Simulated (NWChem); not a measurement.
Species: MgHOCl; SMILES [OH][Mg][Cl]

```xyz
4

Mg     0.0102     0.5349    -0.0020
Cl    -0.0050    -1.6419     0.0006
O     -0.0268     2.2854     0.0011
H      0.1774     3.2098     0.0060
```
Atoms are numbered in this order, from 1.

Program: NWChem. The geometry was optimised at PBE0-D3(BJ)/def2-TZVP. Level SCAN/def2-SVP: energy and gradient on several grids; changes count from the extra-fine grid, which is no exact limit either.

| grid | size of the energy change (μHa) | largest change of a gradient component (μHa/bohr) |
|---|---|---|
| xcoarse | 20000 | 800 |
| coarse | 800 | 3000 |
| medium | 2000 | 600 |
| fine | 500 | 400 |
| xfine | < 10 | < 30 |
